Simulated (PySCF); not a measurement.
A series of derivatives of C1C[SiH2]1

Parent skeleton `[CH2:1]1[CH2:2][SiH2:3]1`; one hydrogen on atom 1 is replaced by X. Hydrogens on one atom are averaged.

All values are calculated (PySCF 2.14.0 with density-fitted response routines): geometry from GFN2-xTB, NMR shieldings at PBE0/pcSseg-1/GIAO. One conformer, relativity neglected, in vacuum.

Shifts are taken against calculated references (same method and geometry level): TMS for ¹³C, ²⁹Si, ¹H.

Parent (X = H): C1 -7.7, C2 -7.7, Si3 -160.4, H(C1) 0.52, H(C2) 0.52, H(Si3) 2.42 ppm. Effects are Δδ = δ(X) − δ(H), positive for deshielding.

Problem. Give Δδ (ppm) for X = 2-thienyl, OSiH3, OCH3, CH=NH, CHCl2, 2-pyridyl, NHCHO, C2H5, OC2H5.

Solution. 
| X | SMILES | C1 | C2 | Si3 | H(C1) | H(C2) | H(Si3) |
| --- | --- | --- | --- | --- | --- | --- | --- |
| 2-thienyl | c1csc([C@H]2C[SiH2]2)c1 | +22.6 | +16.7 | +27.1 | +2.12 | +0.69 | +0.34 |
| OSiH3 | [SiH3]O[C@H]1C[SiH2]1 | +62.3 | +11.5 | +11.6 | +3.55 | +0.44 | +0.22 |
| OCH3 | CO[C@@H]1C[SiH2]1 | +72.4 | +10.9 | +4.8 | +3.32 | +0.46 | +0.05 |
| CH=NH | [H]/N=C\[C@@H]1C[SiH2]1 | +29.0 | +8.7 | +11.5 | +1.11 | +0.50 | +0.24 |
| CHCl2 | ClC(Cl)[C@@H]1C[SiH2]1 | +34.6 | +13.3 | +27.1 | +1.40 | +0.38 | +0.41 |
| 2-pyridyl | c1ccc([C@@H]2C[SiH2]2)nc1 | +28.2 | +16.0 | +28.7 | +1.76 | +1.10 | +0.38 |
| NHCHO | O=CN[C@@H]1C[SiH2]1 | +23.1 | +13.0 | +27.2 | +1.30 | +0.11 | +1.20 |
| C2H5 | CC[C@H]1C[SiH2]1 | +21.0 | +9.1 | +11.7 | +0.33 | -0.07 | +0.03 |
| OC2H5 | CCO[C@H]1C[SiH2]1 | +70.6 | +10.9 | +5.5 | +3.43 | +0.50 | +0.06 |

Problem. Which position responds most, and to which substituents?

Solution. C1: from +21.0 ppm with C2H5 to +72.4 ppm with OCH3.
